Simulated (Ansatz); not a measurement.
Relaxation of a periodic cell of 14 atoms, NaH$_{8}$ClO$_{4}$ (contents 4 H2O + 1 Na + 1 Cl, density as packed 1.32 g/cm³ with natural masses), to a largest force component of 0.3 eV/Å in at most 15 steps.

Level of theory: DFT PBE-D3(BJ), scalar-relativistic, plane waves, PAW in Ansatz. Settings: accuracy low, cutoff 420 eV, k mesh 1x1x1, fermi-dirac smearing 0.02 eV, no spin polarisation.

```xyz
14
Lattice="5.4737 0.0000 0.0000 0.0000 5.4737 0.0000 0.0000 0.0000 5.4737" Properties=species:S:1:pos:R:3:forces:R:3
O 1.546 2.184 2.339 1.97 -2.11 1.40
H 2.041 3.010 2.433 -0.28 -0.08 -0.13
H 1.753 1.888 1.440 -0.51 0.12 -0.70
O 3.213 4.116 0.604 0.05 1.42 0.64
H 2.803 3.690 -0.163 -0.78 -0.46 0.35
H 3.670 3.392 1.057 0.75 -0.06 -0.49
O 0.635 0.470 0.177 0.59 -0.06 0.39
H 0.022 0.265 -0.544 0.41 -0.25 0.22
H 0.665 -0.346 0.698 -0.10 -0.03 -0.88
O 0.292 4.005 3.179 -1.02 3.13 -0.58
H 0.563 4.324 2.306 -0.55 -0.37 -0.18
H -0.215 3.202 2.988 0.56 -0.22 -0.05
Na 3.267 0.146 3.589 -0.27 0.17 0.09
Cl 0.486 3.159 0.127 -0.81 -1.21 -0.09
```

Q: Where does it end, and by what steps?

A: The run converged. The threshold is loose, so the end isn't yet a minimum. Limits of this set-up: coarse k mesh, low accuracy level. After 10 steps the energy has fallen by 5.597 eV; H8 moved furthest, 1.40 Å. Joined: O7–Na13.

```json
{"step": "0", "energy less start (eV)": "0.0000", "largest force component (eV/Å)": "3.131", "accepted": "yes"}
{"step": "1", "energy less start (eV)": "-1.3999", "largest force component (eV/Å)": "1.785", "accepted": "yes"}
{"step": "2", "energy less start (eV)": "-2.4255", "largest force component (eV/Å)": "1.846", "accepted": "yes"}
{"step": "3", "energy less start (eV)": "-3.4038", "largest force component (eV/Å)": "1.316", "accepted": "yes"}
{"step": "4", "energy less start (eV)": "-4.0835", "largest force component (eV/Å)": "1.176", "accepted": "yes"}
{"step": "5", "energy less start (eV)": "-4.5518", "largest force component (eV/Å)": "1.106", "accepted": "yes"}
{"step": "6", "energy less start (eV)": "-4.8979", "largest force component (eV/Å)": "0.908", "accepted": "yes"}
{"step": "7", "energy less start (eV)": "-5.1761", "largest force component (eV/Å)": "0.905", "accepted": "yes"}
{"step": "8", "energy less start (eV)": "-5.3983", "largest force component (eV/Å)": "0.982", "accepted": "yes"}
{"step": "9", "energy less start (eV)": "-5.5291", "largest force component (eV/Å)": "0.507", "accepted": "yes"}
{"step": "10", "energy less start (eV)": "-5.5965", "largest force component (eV/Å)": "0.174", "accepted": "yes"}
```

```xyz
14
Lattice="5.4737 0.0000 0.0000 0.0000 5.4737 0.0000 0.0000 0.0000 5.4737" Properties=species:S:1:pos:R:3
O 1.819 1.622 2.536
H 2.264 2.453 2.239
H 1.418 1.279 1.713
O 2.862 3.870 1.438
H 2.133 3.749 0.791
H 3.684 3.574 0.962
O 1.629 0.345 -0.303
H 1.139 1.088 -0.719
H 0.961 -0.375 -0.242
O -0.177 4.694 2.904
H -0.058 4.255 2.035
H -0.021 3.983 3.574
Na 3.081 -0.108 3.273
Cl 0.004 3.077 0.028
```

The run took 15 s on 1 thread of Arm Neoverse V1, with other jobs on the host, peak memory 0.32 GiB.
